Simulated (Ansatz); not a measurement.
One change: `[OH][Ge][O][SiH3]` becomes `C[O][Ge][OH]`.

Ansatz, PBE0-D4/def2-TZVP geometries, multiplicity 1. Each molecule was computed in one conformer, which needn't be the lowest.

Scalar relativity is left out up to krypton.

```json
{"property": "HOMO–LUMO gap (ωB97M-V/def2-TZVPP) / eV", "`[OH][Ge][O][SiH3]`": "10.21"}
{"property": "HOMO–LUMO gap (B3LYP/def2-TZVPP) / eV", "`[OH][Ge][O][SiH3]`": "5.60"}
{"property": "size of the dipole moment (B3LYP/def2-TZVPP) / D", "`[OH][Ge][O][SiH3]`": "0.69"}
{"property": "HOMO energy (PBE0/def2-TZVPP) / eV", "`[OH][Ge][O][SiH3]`": "-7.82"}
{"property": "LUMO energy (PBE/def2-TZVPP) / eV", "`[OH][Ge][O][SiH3]`": "-2.60"}
{"property": "size of the dipole moment (ωB97M-V/def2-TZVPP) / D", "`[OH][Ge][O][SiH3]`": "0.66"}
```

Q: Give the same properties after the change, and the shifts. (An estimate is asked.)

A: Computed: 
```json
{"property": "HOMO–LUMO gap (ωB97M-V/def2-TZVPP) / eV", "`C[O][Ge][OH]`": "10.25", "shift": "0.04"}
{"property": "HOMO–LUMO gap (B3LYP/def2-TZVPP) / eV", "`C[O][Ge][OH]`": "5.65", "shift": "0.05"}
{"property": "size of the dipole moment (B3LYP/def2-TZVPP) / D", "`C[O][Ge][OH]`": "1.41", "shift": "0.72"}
{"property": "HOMO energy (PBE0/def2-TZVPP) / eV", "`C[O][Ge][OH]`": "-7.51", "shift": "0.31"}
{"property": "LUMO energy (PBE/def2-TZVPP) / eV", "`C[O][Ge][OH]`": "-2.20", "shift": "0.40"}
{"property": "size of the dipole moment (ωB97M-V/def2-TZVPP) / D", "`C[O][Ge][OH]`": "1.46", "shift": "0.80"}
```

With PBE0 the HOMO rises by 0.31 eV and the LUMO rises by 0.36 eV, so the gap widens by about 0.05 eV. PBE moves the HOMO by 0.31 eV and ωB97M-V by 0.32 eV. Dipoles are sizes alone; their direction can turn.

B3LYP here is the variant with VWN-RPA as its local correlation; programs differ in this.
